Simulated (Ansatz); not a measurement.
Basis sets compared for Zn₁₂S₁₂ (started as a model of: Zn12S12 wurtzite hole rod). Charge 0, multiplicity 1. Geometry PBE-D4/def2-SVP. Ansatz on 4 threads of AMD EPYC 7R13 on a shared host and a share (37 GiB) of an NVIDIA H100 80GB HBM3; times are rough, and most runs start from earlier orbitals.

```xyz
24

S    -3.1149    2.9953   -1.3105
S    -2.5516    0.3982    1.1770
S     0.4208    2.0220    1.9466
S     1.0442   -0.6434    4.3459
S     0.4633    2.3577   -1.5104
S     3.9742    1.2612    1.7336
S    -3.9740   -1.2613   -1.7338
S    -0.4636   -2.3573    1.5108
S    -1.0435    0.6430   -4.3459
S    -0.4208   -2.0222   -1.9462
S     2.5514   -0.3979   -1.1771
S     3.1146   -2.9955    1.3098
Zn   -3.7114    0.8378   -0.8899
Zn   -1.2679    2.0830    0.0965
Zn   -0.4332   -0.1510    2.3971
Zn    2.1982    0.8809    3.1080
Zn   -1.5701    2.2294   -2.7987
Zn    1.9734    1.4131    0.2515
Zn   -1.9735   -1.4130   -0.2513
Zn    1.5703   -2.2296    2.7985
Zn   -2.1980   -0.8809   -3.1081
Zn    0.4333    0.1511   -2.3967
Zn    1.2675   -2.0828   -0.0965
Zn    3.7113   -0.8379    0.8898
```

Single mean-field runs in def2-SVP, def2-TZVP are fitted with def2-universal-jkfit. Another isomer (singlet) lies 2.49 eV lower at PBE0-D4/def2-TZVP; other spin states weren't run for this one.

Binding counts from free atoms (S triplet, Zn singlet) in the same basis, without a counterpoise term.

```
                        level  functions  energy (Eh)  HOMO (eV)  LUMO (eV)  binding per atom (eV)  wall time
                    HF/STO-3G        324  -25805.5333      -2.32       2.81                   2.09       16 s
                  HF/def2-SVP        588  -26100.7124      -9.24       0.79                   1.79        5 s
PBE-D4/def2-SVP (with forces)        588  -26122.4511      -5.74      -2.98                   2.94        7 s
             PBE0-D4/def2-SVP        588  -26123.1946      -6.86      -2.22                   2.91        9 s
```

(1) Estimate the rows for PBE-D4/def2-TZVP, PBE0-D4/def2-TZVP.

Results:

(1) 
```json
{"level": "PBE-D4/def2-TZVP", "functions": "1020", "energy (Eh)": "-26127.2123", "HOMO (eV)": "-5.82", "LUMO (eV)": "-3.27", "binding per atom (eV)": "2.71", "wall time": "7 s"}
{"level": "PBE0-D4/def2-TZVP", "functions": "1020", "energy (Eh)": "-26127.8276", "HOMO (eV)": "-6.85", "LUMO (eV)": "-2.48", "binding per atom (eV)": "2.74", "wall time": "14 s"}
```
